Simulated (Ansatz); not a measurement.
Two structures of BNH6O2, closed shell, reached by relaxing down either side of one saddle point (PBE0-D4/def2-TZVP). Energies are electronic, without zero-point energy. Program: Ansatz 0.2.0. Basis: def2-TZVPP and def2-QZVPP. Cores are frozen in the correlated methods. Extrapolation: Hartree–Fock as exp(−7.88 √X), correlation as X^−2.97. First:

B1  (-0.220, 0.428, -0.744)
N2  (1.095, -0.001, -0.459)
O3  (-0.593, 0.552, -2.057)
O4  (-1.158, 0.723, 0.222)
H5  (-0.029, -1.529, 2.036)
H6  (0.041, -1.327, 2.752)
H7  (1.746, -0.189, -1.199)
H8  (1.482, -0.079, 0.461)
H9  (-1.508, 0.831, -2.134)
H10  (-0.856, 0.591, 1.121)
(Å)

Second:

```xyz
10
angstrom
B -0.5432 -0.1697 0.0640
N 1.1612 -0.2642 0.0500
O -0.8622 -0.3518 -1.3151
O -0.8162 1.1469 0.5579
H 1.5557 -0.2859 0.9840
H -0.8608 -1.0931 0.8023
H 1.4520 -1.0915 -0.4600
H 1.5094 0.5568 -0.4368
H -1.3115 0.4316 -1.6371
H -1.2844 1.1210 1.3906
```

Q: Which bonds change from the first to the second?

A: BNH₄O₂ ([NH2][B]([OH])[OH]) + H₂ → BH₃O₂ ([OH][BH][OH]) + NH₃ (still joined by a long B–N bond); bonds formed: B1–H6, N2–H5; bonds broken: H5–H6; bonds weakened to dative contacts: B1–N2.

Q: Give the saddle point's structure and its height above each. (An estimate is asked for; the value comes from the calculation.)

A: Computed: 2.324 eV above the first and 1.746 eV above the second (CCSD(T) at an estimated basis limit (MP2 extrapolated from triple and quadruple zeta, plus CCSD(T) − MP2 in triple zeta)).
B1  (-0.335, 0.043, -0.131)
N2  (1.224, -0.107, 0.003)
O3  (-0.764, -0.445, -1.354)
O4  (-0.939, 1.199, 0.375)
H5  (0.501, -0.868, 0.762)
H6  (-0.533, -1.013, 0.920)
H7  (1.686, -0.504, -0.804)
H8  (1.730, 0.677, 0.389)
H9  (-1.699, -0.279, -1.484)
H10  (-0.872, 1.297, 1.325)
(Å)

The T1 diagnostic stays at or below 0.012.

Labels in which every atom is bracketed show which atoms are joined, not bond orders.

For scale, one of the runs: CCSD(T)/def2-TZVPP, 208 basis functions, launched by `ansatz run in.yaml --threads 4 --pin off --events-out ev --progress --plain --max-ram 9574MiB`. Hardware: 4 CPU threads of an Arm Neoverse V2, shared host. Wall time 39 s; peak host memory 3.1 GiB.
